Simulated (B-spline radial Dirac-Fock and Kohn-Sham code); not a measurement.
# How the binding energies of Tc³⁺ add up

System: technetium as Tc³⁺ in the configuration 1s2 2s2 2p6 3s2 3p6 3d10 4s2 4p6 4d4; nuclear rms radius 4.4112 fm (A = 97).

Input file task.json (cfg lists n, l and occupation; rrms is the nuclear radius in fm):

```json
{"items": [{
  "Z": 43,
  "q": 3,
  "cfg": [[1, 0, 2], [2, 0, 2], [2, 1, 6], [3, 0, 2], [3, 1, 6], [3, 2, 10], [4, 0, 2], [4, 1, 6], [4, 2, 4]],
  "A": 97,
  "rrms": 4.4112,
  "do": ["binding"]
}]}
```

Run with: `python xray_run.py task.json out`

These are calculated numbers from a radial finite-basis atomic code; the model is multi-electron Dirac-Fock with separately optimised hole states, Breit and Lamb-shift corrections added in first order. Correlation energy is missing from these numbers. Energies are counted from the vacuum level.

All terms are in eV, carry their sign (relaxation lowers the binding energy) and add up to the binding energy; ⟨r⟩ is the mean radius of the orbital in the initial state.

| subshell | −ε (Koopmans) | relaxation | Breit | self-energy | vacuum polarisation | binding energy | ⟨r⟩ (bohr) |
| --- | --- | --- | --- | --- | --- | --- | --- |
| K | 21206.2 | -57.59 | -39.15 | -22.17 | 2.61 | 21089.9 | 0.034 |
| L1 | 3129.7 | -29.07 | -3.34 | -2.58 | 0.28 | 3095.0 | 0.149 |
| L2 | 2878.5 | -32.04 | -5.71 | 0.23 | -0.01 | 2841.0 | 0.127 |
| L3 | 2759.5 | -31.24 | -3.77 | -0.01 | -0.02 | 2724.5 | 0.132 |
| M1 | 604.5 | -10.17 | -0.42 | -0.48 | 0.05 | 593.5 | 0.413 |
| M2 | 506.5 | -10.43 | -0.77 | 0.04 | 0.00 | 495.4 | 0.407 |
| M3 | 485.9 | -10.12 | -0.43 | 0.00 | 0.00 | 475.4 | 0.417 |
| M4 | 313.7 | -11.17 | -0.16 | 0.05 | 0.00 | 302.4 | 0.396 |
| M5 | 309.8 | -11.04 | -0.03 | 0.03 | 0.00 | 298.8 | 0.399 |
| N1 | 120.3 | -2.11 | -0.06 | -0.08 | 0.01 | 118.1 | 1.059 |
| N2 | 88.49 | -1.85 | -0.10 | 0.01 | 0.00 | 86.55 | 1.145 |
| N3 | 85.32 | -1.74 | -0.05 | 0.00 | 0.00 | 83.53 | 1.171 |
| N4,5 | 41.53 | -0.94 | 0.01 | 0.00 | 0.00 | 40.61 | 1.519 |

For the deepest level, K (1s), the Breit terms make up -0.186 % of the binding energy, QED -0.093 % and orbital relaxation -0.273 %.

Spin-orbit splittings: 2p 116.5 eV, 3p 20.02 eV, 3d 3.65 eV, 4p 3.02 eV.

Going to the tabulated ground configuration of the next ion removes an electron from N4,5 (4d), computed at 40.61 eV. NIST lists 41 ± 1.7 eV as the ionisation energy of this species (theoretical), +0.39 eV from the computed value, within the stated uncertainty.
